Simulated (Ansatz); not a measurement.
Ansatz (a quantum-chemistry and plane-wave program) input (SVWN5/6-31G*):

Ansatz 0.2 input:
```yaml
crystal:
  periodic: [false, false, false]
  atoms:
    - {symbol: O, position_ang: [-0.59554300, 1.18168600, -0.84776300]}
    - {symbol: Si, position_ang: [-0.05066300, 0.21109700, 0.24388100]}
    - {symbol: O, position_ang: [1.57014400, -0.24286400, 0.00757600]}
    - {symbol: O, position_ang: [-0.91892800, -1.24558700, 0.35843500]}
    - {symbol: H, position_ang: [-0.02683000, 0.65415100, 1.67916600]}
    - {symbol: H, position_ang: [1.82321000, 0.09823000, -0.85624800]}
    - {symbol: H, position_ang: [-1.53248100, -1.25361100, -0.38323100]}
basis:
  gaussian:
    orbitals: 6-31G*
hamiltonian:
  xc: {name: SVWN5}
total_charge: -1
output: {forces: true}
```

Output:

```
Functional definition: SVWN5
integrals: 0.02 GiB planned
747 factors; their error is unknown
mean field: 0.14 GiB planned
mean field evaluation 1: about -13990.4404 eV, gradient 5.3e1 eV
mean field evaluation 2: about -13957.7340 eV, gradient 1.3e2 eV
mean field evaluation 4: about -13995.3554 eV, gradient 5.3e0 eV
mean field evaluation 8: about -13995.3562 eV, gradient 9.0e-2 eV
mean field evaluation 16: about -13995.3562 eV, gradient 1.9e-5 eV
mean field -13995.35621853 eV, -514.3198546378 hartree, gradient 1.2e-5 eV, S^2 0.000000; 0 other end points of the search recorded, 0 dependent functions left out
the calculation of the forces begins
reference -13995.35624933 eV, -514.3198557698 hartree; 21, 21 occupied and 49, 49 virtual orbitals, 747 factors
Total energy: -13995.35624933 eV, -514.3198557698 hartree
Atom 0 at    -0.595543     1.181686    -0.847763 Å, force    -0.130622     0.211675    -0.321715 eV/Å
Atom 1 at    -0.050663     0.211097     0.243881 Å, force     0.043879    -0.206311    -0.278332 eV/Å
Atom 2 at     1.570144    -0.242864     0.007576 Å, force    -0.016658    -0.357601     0.796545 eV/Å
Atom 3 at    -0.918928    -1.245587     0.358435 Å, force     0.445207    -0.171538     0.731441 eV/Å
Atom 4 at    -0.026830     0.654151     1.679166 Å, force     0.038066     0.045975     0.401442 eV/Å
Atom 5 at     1.823210     0.098230    -0.856248 Å, force    -0.005396     0.313242    -0.690703 eV/Å
Atom 6 at    -1.532481    -1.253611    -0.383231 Å, force    -0.374475     0.164559    -0.638677 eV/Å
Dipole moment:     0.110782    -0.344013    -0.197244 e Å
```

The dipole moment of an ion depends on the origin.

The geometry given is a B3LYP-D3(BJ)/def2-TZVP minimum.
